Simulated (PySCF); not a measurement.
Start geometry of (trifluorovinyl)benzene, `FC(F)=C(F)C1=CC=CC=C1` from GFN2-xTB (Å):
```
atom  x, y, z in Å
F1     4.0848   -0.0285   -0.3733
C2     2.7989    0.2824   -0.4703
F3     2.6473    1.3625   -1.2257
C4     1.8162   -0.4078    0.1157
F5     2.2258   -1.4773    0.8358
C6     0.3760   -0.1791    0.0932
C7    -0.4474   -1.0512    0.8096
C8    -1.8175   -0.8762    0.8120
C9    -2.3879    0.1689    0.1049
C10   -1.5771    1.0413   -0.6038
C11   -0.2053    0.8744   -0.6156
H12   -0.0075   -1.8667    1.3627
H13   -2.4416   -1.5592    1.3682
H14   -3.4591    0.3035    0.1055
H15   -2.0173    1.8597   -1.1533
H16    0.4043    1.5621   -1.1769
```

Task: What comes out of this run: PBE0-D3(BJ)/def2-SVP geometry optimisation, gas phase (PySCF 2.14.0)?

Result: 
```
atom  x, y, z in Å
F1     4.0794   -0.0338   -0.3564
C2     2.8115    0.2478   -0.4975
F3     2.6180    1.2053   -1.3715
C4     1.8354   -0.3743    0.1790
F5     2.2419   -1.3382    1.0158
C6     0.3911   -0.1574    0.1154
C7    -0.4395   -1.0373    0.8276
C8    -1.8216   -0.8798    0.8047
C9    -2.4019    0.1559    0.0758
C10   -1.5834    1.0364   -0.6311
C11   -0.2011    0.8872   -0.6151
H12    0.0102   -1.8484    1.4010
H13   -2.4508   -1.5760    1.3641
H14   -3.4872    0.2789    0.0593
H15   -2.0260    1.8553   -1.2028
H16    0.4181    1.5905   -1.1708
```

The energy falls by 0.052 eV over 6 energy and gradient evaluations, the largest force component goes from 0.0229 to 2.9e-04 Eh/bohr, and the atoms move by 0.072 Å rms after alignment. The bond that changes most is F1–C2 (vinyl fluorine to =CF2 carbon), which shortens by 0.020 Å. Bonds longer at the end by more than 0.005 Å: 11 of 16; shorter: 3. Rotational constants go from 2449, 704.1, 546.9 to 2452, 703.7, 547.5 MHz. The orientation of the end geometry is arbitrary; only internal coordinates are fixed.

The run used 179 basis functions and 47 SCF cycles in all. On one thread of an Arm Neoverse V1, shared host, this took 1.8 min and 0.82 GiB of memory at its peak.

PBE0-D3(BJ)/def2-SVP frequencies: not computed here. The numbers are those of one conformer.
